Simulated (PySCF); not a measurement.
BeFHS, SMILES [F][Be][SH]. Heavy atoms are numbered as in [Be:1]([F:2])[SH:3]. Hydrogens are named by the atom that carries them.

Geometry: r2SCAN-D4/def2-TZVP. The values are those of a single conformer.

Level of theory: PBE/def2-TZVPD run with PySCF.

Mulliken values depend strongly on the basis, most of all with diffuse functions as here. ESP charges are fitted to the potential on shells at 1.4 to 2.0 van der Waals radii. Atomic charges (e), one atom of each kind:

| atom | IAO | ESP fit | Mulliken |
|---|---|---|---|
| Be1 | 1.54 | 0.60 | 0.13 |
| F2 | -0.87 | -0.38 | -0.05 |
| S3 (SH) | -0.79 | -0.36 | -0.26 |
| H on S3 | 0.11 | 0.13 | 0.18 |
